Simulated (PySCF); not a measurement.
C6H10OS.
Structure used (PBE0-D3(BJ)/def2-SVP), in Å, numbered top down from 1:
```xyz
18
C6H10OS angstrom
C      2.311    0.501   -0.064
O      1.331   -0.486    0.038
C      0.083   -0.022    0.453
C     -0.697    0.791   -0.591
C     -2.145    0.669   -0.124
C     -2.238   -0.686    0.541
S     -3.607   -1.441    0.967
C     -0.840   -1.203    0.735
H      2.460    1.033    0.896
H      2.077    1.255   -0.839
H      3.254    0.008   -0.338
H      0.196    0.590    1.374
H     -0.358    1.833   -0.685
H     -0.559    0.300   -1.568
H     -2.377    1.426    0.647
H     -2.905    0.790   -0.908
H     -0.699   -1.688    1.710
H     -0.642   -1.972   -0.034
```

Linear response at PBE0/def2-SVPD (PySCF, frozen core in the response, non-relativistic). Isolated species at its PBE0-D3(BJ)/def2-SVP geometry (one conformer only).

Static isotropic polarisability: 97.56 au (14.46 Å³), principal values 74.4, 89.0, 129.2 au.

Question: What is the polarisability at 1064 nm and at the sodium D line?

Answer: 98.59 au at 1064 nm (+1.1 %), 101.12 au at 589.3 nm (+3.6 %). The lowest singlet lies at 494 nm (f = 0.000), near or inside this range; the response is undamped and has a pole at each allowed excitation.

Question: What is the isotropic C6 coefficient between two such molecules, C6 = (3/π)∫α(iω)² dω?

Answer: 3769 au (Eh·bohr⁶) by a ten-point quadrature over imaginary frequencies, which is 2250 eV·Å⁶ or 217 J·nm⁶/mol.

Question: Which effective excitation energy ω̄ makes London's formula C6 = (3/4)α²ω̄ exact here?

Answer: ω̄ = 4·C6/(3α²) = 0.528 Eh = 14.4 eV.

Question: What three-body coefficient follows from the one-pole estimate C9 = (3/4)·α·C6?

Answer: 276000 au. This is an estimate from the two numbers above, not a computed integral.

Question: How many electrons N does the Slater–Kirkwood formula C6 = (3/4)·√N·α^(3/2) need to give this C6?

Answer: N = (4·C6/3)²/α³ = 27.2; the species has 70 electrons in all.

Question: How anisotropic is the static polarisability, by Δα² = ½[(α1 − α2)² + (α2 − α3)² + (α3 − α1)²]?

Answer: Δα = 49.2 au, or 0.50 of the isotropic value.
